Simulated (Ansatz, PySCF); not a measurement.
Reaction (SMILES): F[SiH2]Cl -> [SiH2]Cl + F atom (the F-Si bond at the site shown breaks; other sites are not compared here)
Structures are relaxed separately at B3LYP-D3(BJ)/def2-TZVP in Ansatz (a first-principles code).

Property: bond dissociation energy (enthalpy at 298 K, with B3LYP-D3(BJ) rigid-rotor harmonic-oscillator terms from PySCF), in kJ/mol. Cores are frozen in the correlated levels unless marked. UHF or UKS for open shells. No spin-orbit coupling. No relativistic terms. Basis-set limits of correlation are two-point, X^-3; Hartree-Fock from the larger set.

```csv
level,program,bond dissociation energy (kJ/mol)
revPBE/def2-TZVPD,Ansatz,602.8
TPSSh/def2-TZVPD,PySCF,613.7
LC-wPBE-D3(BJ)/def2-TZVPD,Ansatz + dftd3,632.6
MP2/cc-pV(Q+d)Z,Ansatz,679.8
"MP2/CBS(cc-pV(T+d)Z,cc-pV(Q+d)Z)",Ansatz,687.5
RI-MP2/cc-pV(T+d)Z,Ansatz,663.2
"RI-MP2/CBS(aug-cc-pV(T+d)Z,aug-cc-pV(Q+d)Z)",Ansatz,688.4
CCSD(T)/aug-cc-pV(D+d)Z,Ansatz,600.5
CCSD(T)/cc-pVDZ,PySCF,554.1
"CCSD(T)/CBS(cc-pV(T+d)Z,cc-pV(Q+d)Z)",Ansatz,653.6
```
